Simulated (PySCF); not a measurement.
## Correlation energy of Se (selenium, neutral)

[Ar] 3d10 4s1 4p5, high-spin 3P determinant (an excited configuration). All numbers are calculated (PySCF 2.14, scalar relativity by spin-free X2C-1e, in x2c-QZVPPall). Frozen: [Ar] 3d10; 6 electrons correlated.

MP2 pair energies summed by pair of shells (mhartree):

```csv
pair,energy,share (%)
4p-4p,-123.69,87.1
4s-4p,-18.30,12.9
```

Total MP2 correlation energy: -141.98 mhartree.

Same-spin part -26.77 and opposite-spin part -115.22 mhartree; SCS-MP2 scales them by 1/3 and 6/5 to -147.18 mhartree.
